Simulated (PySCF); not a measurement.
## A run with a changed setting

The sound run of [Eu(H2O)5]3+ (singlet in the valence; each metal's 4f electrons, 6 of them, lie in its core potential, out of spins and levels) uses PySCF 2.14.0, RKS PBE0, Eu lcecp-1-SVP with ECP52, O def2-SVP, H def2-SVP; non-relativistic Hamiltonian with scalar-relativistic core potentials where named; density fitting; no spin-orbit coupling, grid (50, 194), threshold 1e-8 and 55 cycles at the relaxed geometry. This run, with dm0 from free metal ions and neutral atoms, differs:

```python
mol = gto.M(atom='''
Eu    -0.02208     0.00000     0.00000
O     -0.48086     0.04584     2.32307
H     -0.61571     0.82797     2.89640
H     -0.59746    -0.71083     2.93343
O     -0.48086    -0.04584    -2.32307
H     -0.61571    -0.82797    -2.89640
H     -0.59746     0.71083    -2.93343
O      2.31421     0.00000     0.00000
H      2.91998    -0.01461    -0.77147
H      2.91998     0.01461     0.77147
O     -0.83529     2.22142    -0.03596
H     -0.32023     3.05533    -0.04172
H     -1.76698     2.52565    -0.05221
O     -0.83529    -2.22142     0.03596
H     -1.76698    -2.52565     0.05221
H     -0.32023    -3.05533     0.04172''',
    basis={'Eu': 'lcecp-1-SVP', 'O': 'def2-SVP', 'H': 'def2-SVP'},
    ecp={'Eu': 'lcecp-1-SVP'},
    charge=7, spin=0)
mf = dft.RKS(mol, xc='PBE0')
mf.grids.atom_grid = (50, 194)  # f atoms: unpruned, at least (60, 302)
mf = mf.density_fit()  # fitting sets: Eu AutoAux, O def2-universal-JKFIT, H def2-universal-JKFIT
mf.conv_tol = 1e-08; mf.max_cycle = 80
mf.kernel(dm0)
```

**Question.** What was changed, and how did it end?

**Answer.** The charge was changed. The SCF did not converge. The cycle limit differs too. These settings are unsound on purpose: the numbers aren't the compound's.
```
init E= -383.804036185903
cycle= 1 E= -407.165993024285  delta_E= -23.4  |g|= 4.26  |ddm|= 4.44
cycle= 2 E= -394.283348389763  delta_E= 12.9  |g|= 6.87  |ddm|= 7.65
cycle= 3 E= -406.668205918343  delta_E= -12.4  |g|= 2.63  |ddm|= 7.17
cycle= 4 E= -408.616061327515  delta_E= -1.95  |g|= 2.84  |ddm|= 3.27
cycle= 5 E= -408.644822814252  delta_E= -0.0288  |g|= 2.78  |ddm|= 2.82
...
cycle= 77 E= -410.500148343516  delta_E= -0.189  |g|=  1.1  |ddm|= 0.347
cycle= 78 E= -410.682397212101  delta_E= -0.182  |g|= 0.738  |ddm|= 0.441
cycle= 79 E= -410.390471792348  delta_E= 0.292  |g|= 1.04  |ddm|= 1.86
cycle= 80 E= -410.383199476893  delta_E= 0.00727  |g|= 1.07  |ddm|= 0.285
SCF not converged.
```

Run from Python with OMP_NUM_THREADS=4; the lines above give its settings.
It took 26 s on 4 threads of Arm Neoverse N1 (shared host).

An lcecp potential fixes the number of 4f electrons, so in runs with it no electron can move into or out of that shell.
